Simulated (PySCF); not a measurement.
System: H₂Be, singlet: symmetric bend, bond length relaxed. Scanned: H-Be-H angle. Other coordinates (Be-H bond length) were minimised at B3LYP/def2-TZVP.

Method: CCSD(T) on RHF/cc-pVTZ run with PySCF 2.14.0.

Scanned values (°): 180, 170, 160, 150, 140, 130, 120, 110, 100, 90, 80, 70, 60.

Q: Describe the profile: where are the wells and the tops?

A: Lower than their neighbours: 180° (0.000 eV, end of the scan). Higher than their neighbours: 60° (3.838 eV, end of the scan). The whole profile spans 3.838 eV.
